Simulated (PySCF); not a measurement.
chloroform (CHCl3), singlet, geometry from GFN2-xTB; PySCF with PBE/6-31G, TDA.

PySCF was given this input:
```python
from pyscf import gto, scf, dft, tdscf

mol = gto.M(
    atom='''
C    -0.00102295    0.00710830    0.48100116
H    -0.00334391    0.02323614    1.57233262
Cl    0.00925814    1.67396575   -0.11215631
Cl    1.44662035   -0.84673105   -0.07184825
Cl   -1.45532076   -0.83111035   -0.07825071
''',
    basis='6-31g',
    verbose=4,
)

mf = dft.RKS(mol)
mf.xc = 'pbe'
mf.kernel()
td = mf.TDA()
td.nstates = 5
td.kernel()
td.analyze()
```

The log (banner, timings and long lists left out):

```
PySCF version 2.14.0

[INPUT] verbose = 4
[INPUT] num. atoms = 5
[INPUT] num. electrons = 58
[INPUT] charge = 0
[INPUT] spin (= nelec alpha-beta = 2S) = 0
[INPUT] symmetry False subgroup None
[INPUT] Mole.unit = angstrom
[INPUT] Symbol           X                Y                Z      unit          X                Y                Z       unit  Magmom
[INPUT]  1 C     -0.001022950000   0.007108300000   0.481001160000 AA   -0.001933095339   0.013432740211   0.908960457998 Bohr   0.0
[INPUT]  2 H     -0.003343910000   0.023236140000   1.572332620000 AA   -0.006319074085   0.043909940792   2.971278028520 Bohr   0.0
[INPUT]  3 Cl     0.009258140000   1.673965750000  -0.112156310000 AA    0.017495349023   3.163336809402  -0.211944709042 Bohr   0.0
[INPUT]  4 Cl     1.446620350000  -0.846731050000  -0.071848250000 AA    2.733716267722  -1.600089785665  -0.135773515029 Bohr   0.0
[INPUT]  5 Cl    -1.455320760000  -0.831110350000  -0.078250710000 AA   -2.750157659794  -1.570570940791  -0.147872410953 Bohr   0.0

nuclear repulsion = 263.971147983023
number of shells = 28
number of NR pGTOs = 164
number of NR cGTOs = 50
basis = 6-31g
ecp = {}

******** <class 'pyscf.dft.rks.RKS'> ********
method = RKS
initial guess = minao
damping factor = 0
level_shift factor = 0
DIIS = <class 'pyscf.scf.diis.CDIIS'>
diis_start_cycle = 1
diis_space = 8
diis_damp = 0
SCF conv_tol = 1e-09
SCF conv_tol_grad = None
SCF max_cycles = 50
direct_scf = True
direct_scf_tol = 1e-13
XC library pyscf.dft.libxc version 7.1.2
    S. Lehtola, C. Steigemann, M. J. T. Oliveira, and M. A. L. Marques,  SoftwareX 7, 1–5 (2018)
XC functionals = pbe
    J. P. Perdew, K. Burke, and M. Ernzerhof,  Phys. Rev. Lett. 77, 3865 (1996)
    J. P. Perdew, K. Burke, and M. Ernzerhof,  Phys. Rev. Lett. 78, 1396 (1997)
    J. P. Perdew, K. Burke, and M. Ernzerhof,  Phys. Rev. Lett. 77, 3865 (1996)
    J. P. Perdew, K. Burke, and M. Ernzerhof,  Phys. Rev. Lett. 78, 1396 (1997)
radial grids:
    Treutler-Ahlrichs [JCP 102, 346 (1995); DOI:10.1063/1.469408] (M4) radial grids

becke partition: Becke, JCP 88, 2547 (1988); DOI:10.1063/1.454033
pruning grids: <function nwchem_prune>
grids dens level: 3
symmetrized grids: False
atomic radii adjust function: <function treutler_atomic_radii_adjust>
small_rho_cutoff = 0
Set gradient conv threshold to 3.16228e-05
Initial guess from minao.
tot grids = 80568
init E= -1418.97304198763
  HOMO = -0.310140110988102  LUMO = -0.0515298291444595  gap/eV = 7.03714
cycle= 1 E= -1418.49227460659  delta_E= 0.481  |g|= 0.437  |ddm|= 2.58
  HOMO = -0.257190176999996  LUMO = -0.105548885263091  gap/eV = 4.12637
cycle= 2 E= -1418.2724220237  delta_E= 0.22  |g|= 1.04  |ddm|= 1.65
  HOMO = -0.267650808191645  LUMO = -0.063760373837944  gap/eV = 5.54814
cycle= 3 E= -1418.55091347169  delta_E= -0.278  |g|= 0.0528  |ddm|= 1.02
  HOMO = -0.278181602196343  LUMO = -0.0722355882106931  gap/eV = 5.60408
cycle= 4 E= -1418.55173775988  delta_E= -0.000824  |g|= 0.0166  |ddm|= 0.111
  HOMO = -0.275962966819205  LUMO = -0.0691306620014811  gap/eV = 5.62819
cycle= 5 E= -1418.5518208895  delta_E= -8.31e-05  |g|= 0.000742  |ddm|= 0.025
  HOMO = -0.276097042261803  LUMO = -0.0692940007615015  gap/eV = 5.62740
cycle= 6 E= -1418.55182113646  delta_E= -2.47e-07  |g|= 8.9e-05  |ddm|= 0.00246
  HOMO = -0.276095523544979  LUMO = -0.0692882239165884  gap/eV = 5.62751
cycle= 7 E= -1418.55182113949  delta_E= -3.03e-09  |g|= 8.36e-06  |ddm|= 0.000201
  HOMO = -0.276096367393303  LUMO = -0.0692886119222951  gap/eV = 5.62753
cycle= 8 E= -1418.55182113952  delta_E= -2.43e-11  |g|= 1.02e-06  |ddm|= 2.07e-05
  HOMO = -0.276096370552567  LUMO = -0.0692884360870629  gap/eV = 5.62753
Extra cycle  E= -1418.55182113952  delta_E= -3.18e-12  |g|= 2.03e-06  |ddm|= 4.32e-06
converged SCF energy = -1418.55182113952

******** <class 'pyscf.tdscf.rks.TDA'> for <class 'pyscf.dft.rks.RKS'> ********
nstates = 5 singlet
deg_eia_thresh = 1.000e-03
wfnsym = None
conv_tol = 1e-05
eigh lindep = 1e-12
eigh level_shift = 0
eigh max_cycle = 100

Excitation energies (eV)
[5.80607935 6.35284949 6.42167209 6.42169276 6.91284286]

** Singlet excitation energies and oscillator strengths **
Excited State   1:      5.80608 eV    213.54 nm  f=0.0000
      29 -> 30       -0.70353
Excited State   2:      6.35285 eV    195.16 nm  f=0.0005
      26 -> 30        0.69776
Excited State   3:      6.42167 eV    193.07 nm  f=0.0153
      28 -> 30       -0.65598
      29 -> 31       -0.21711
Excited State   4:      6.42169 eV    193.07 nm  f=0.0153
      27 -> 30       -0.65598
      29 -> 32       -0.21711
Excited State   5:      6.91284 eV    179.35 nm  f=0.0050
      24 -> 30        0.31043
      25 -> 30        0.42544
      29 -> 31        0.41805
      29 -> 32       -0.14810

** Transition electric dipole moments (AU) **
state          X           Y           Z        Dip. S.      Osc.
  1        -0.0000      0.0000      0.0000      0.0000      0.0000
  2         0.0001     -0.0009     -0.0590      0.0035      0.0005
  3         0.0049     -0.3122      0.0046      0.0975      0.0153
  4         0.3122      0.0049      0.0006      0.0975      0.0153
  5        -0.0525     -0.1638      0.0023      0.0296      0.0050

** Transition velocity dipole moments (imaginary part, AU) **
state          X           Y           Z        Dip. S.      Osc.
  1        -0.0000     -0.0000      0.0000      0.0000      0.0000
  2        -0.0000      0.0001      0.0041      0.0000      0.0000
  3        -0.0000      0.0007     -0.0000      0.0000      0.0000
  4        -0.0007     -0.0000     -0.0000      0.0000      0.0000
  5        -0.0060     -0.0188      0.0003      0.0004      0.0010

** Transition magnetic dipole moments (imaginary part, AU) **
state          X           Y           Z
  1        -0.0026      0.0180      1.2169
  2         0.0000      0.0000     -0.0000
  3        -0.4152     -0.0066     -0.0008
  4         0.0065     -0.4151      0.0062
  5        -0.5074      0.1625     -0.0035
```
